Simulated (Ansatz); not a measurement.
Reaction (redistribution): `[SiH3]O[SiH](Cl)Cl` + `N#C[Si](F)(F)Cl` → `F[Si](F)(Cl)[SiH](Cl)Cl` + `N#CO[SiH3]`

Isolated molecules relaxed with PBE0-D4/def2-TZVP in Ansatz; ΔE leaves out vibrations. CBS: MP2 limit from def2 TZ/QZ plus the TZ coupled-cluster correction, frozen cores. This one scheme is used for every species. Functionals use def2-TZVPP. B3LYP here is the variant with VWN-RPA as its local correlation; programs differ in this. HSE06 is defined as in plane-wave codes. Each species was taken in one conformer, which may not be the lowest.

```tsv
level	ΔE (eV)	difference from CCSD(T)/CBS
LDA (SPW92)	2.09	-0.56
PBE-D4	2.09	-0.56
revPBE-D4	2.11	-0.54
B97M-V	2.51	-0.14
PBE0-D4	2.25	-0.40
B3LYP-D4	2.41	-0.24
r2SCANh-D4	2.45	-0.20
r2SCAN0-D4	2.48	-0.17
HSE06-D4	2.25	-0.40
BHLYP-D4	2.57	-0.08
CAM-B3LYP-D4	2.51	-0.14
ωB97X-V	2.44	-0.21
ωB97M-V	2.58	-0.07
B2PLYP	2.57	-0.08
PBE	2.11	-0.54
revPBE	2.10	-0.55
BLYP	2.31	-0.34
r2SCAN	2.43	-0.22
PBE0	2.26	-0.39
B3LYP	2.43	-0.22
r2SCANh	2.46	-0.19
r2SCAN0	2.49	-0.16
HSE06	2.26	-0.39
BHLYP	2.60	-0.05
CAM-B3LYP	2.53	-0.12
LC-ωPBE	2.39	-0.26
RPA@PBE/def2-TZVPP	2.59	-0.06
HF/def2-SVP	2.54	-0.11
MP2/def2-SVP	2.54	-0.11
CCSD/def2-SVP	2.46	-0.19
CCSD(T)/def2-SVP	2.42	-0.23
HF/def2-TZVPP	2.76	0.11
MP2/def2-TZVPP	2.75	0.10
SCS-MP2/def2-TZVPP	2.75	0.10
CCSD/def2-TZVPP	2.68	0.03
MP2/def2-QZVPP	2.76	0.11
SCS-MP2/def2-QZVPP	2.77	0.12
HF/CBS(def2)	2.80	0.15
MP2/CBS(def2)	2.75	0.10
CCSD/CBS(def2)	2.69	0.04
CCSD(T)/CBS	2.65	0
```

Largest T1 diagnostic among the species: 0.014.

Leaving LDA and LC-ωPBE aside and taking each functional with its dispersion term where it has one, the values spread over 0.48 eV, from PBE-D4 to ωB97M-V. At CCSD(T), def2-SVP lies −0.23 eV from the extrapolated value and def2-TZVPP −0.00 eV.
